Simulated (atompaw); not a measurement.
## Building the PAW (atompaw) potential for hydrogen (PBE, non-relativistic).

* Element: hydrogen
* Generator: atompaw 4.2.0.5
* Type: PAW
* Functional: PBE
* Relativity: non-relativistic
* Frozen core: none
* Valence charge: 1
* Reference configuration: 1s1
* Partial waves: 1s (bound): rc 1.05 bohr; 1s channel at -0.15 Ry: rc 1.05 bohr
* Local potential: troulliermartins scheme with l = 1 at 0 Ry, radius 0.70 bohr
* Core correction: none
* Augmentation charge: sinc compensation charge, radius 0.80 bohr; PAW radius 1.05 bohr; waves and projectors: custom rrkj gramschmidtortho

Estimate the cutoffs (Ry, on a coarse ladder) from which the occupation-weighted sum of valence levels, in a spherical-Bessel basis at the reference potential, stays within 10 and 1 mRy of its value at 400 Ry.

18 Ry and 35 Ry.

Does the potential have ghost states?

No extra level below or beside the all-electron valence levels (s, p, d, f tested).

Is the overlap operator S = 1 + Σ q|β⟩⟨β| positive definite (Bessel basis up to 400 Ry)?

Yes: its lowest eigenvalue is 0.99 (s channel).
